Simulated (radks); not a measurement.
Valence configurations of Ba I (all share [Xe]). Method: Dirac Kohn-Sham, PBE, spin-unpolarised, spherical densities, point nucleus; open shells are shared between the two j in proportion to 2j + 1; computed with a radial shooting solver on a logarithmic mesh with Libxc functionals. Energies are relative to 6s2; eigenvalues in eV.

valence,E (eV),e(4f5/2),e(4f7/2),e(5d3/2),e(5d5/2),e(6p1/2)
6s2,0.000,-,-,-,-,-
5d0.5 6s1.5,0.639,-,-,-1.718,-1.606,-
6s1.5 6p0.5,1.001,-,-,-,-,-1.600
5d1 6s1,1.334,-,-,-1.415,-1.312,-
5d0.5 6s1 6p0.5,1.585,-,-,-2.127,-2.008,-1.461
4f0.5 6s1.5,1.936,-0.268,-0.262,-,-,-
6s1 6p1,2.024,-,-,-,-,-1.838
4f1 6s1,4.181,-0.362,-0.333,-,-,-
4f1 5d1,5.093,-0.410,-0.404,-3.948,-3.816,-
4f2,8.875,-0.496,-0.460,-,-,-

NIST lists [Xe] 6s2 as the ground configuration; this level of theory agrees among the configurations tried. The energies are those of spherical spin-averaged densities, not of single terms.
